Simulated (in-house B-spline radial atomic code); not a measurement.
A fraction x of an electron is added to 4s in Cu, starting from [Ar] 3d10 4s1 and keeping the highest spin. Computed with an all-electron radial atomic-structure program (B-spline basis): scalar-relativistic (X2C) BLYP, spin-polarised, spherical fractional occupations, Fermi nucleus of rms radius 3.8823 fm.

| x | E(x) - E(0) (eV) | 4s down level (eV) |
| --- | --- | --- |
| 0 | 0.0000 | - |
| 0.1 | -0.3954 | -3.646 |
| 0.2 | -0.7297 | -3.043 |
| 0.3 | ? | ? |
| 0.4 | ? | ? |
| 0.5 | -1.3825 | -1.337 |
| 0.6 | -1.4896 | -0.809 |
| 0.7 | -1.5451 | -0.307 |

What belongs in the row x = 0.3?

An energy change of -1.0045 eV; 4s down at -2.456 eV.

What belongs in the row x = 0.4?

An energy change of -1.2215 eV; 4s down at -1.886 eV.

Check Janak's theorem between x = 0.1 and 0.2.

The slope of the energy is -3.34 eV; the orbital levels give -3.34 eV (ε of the filling orbital, averaged over the two points).

Up to what added charge does this functional bind the extra electron?

The highest level rises by about 5.9 eV per electron near x = 0.7 and would reach zero near x = 0.73, so a whole extra electron isn't bound at the basis-set limit.
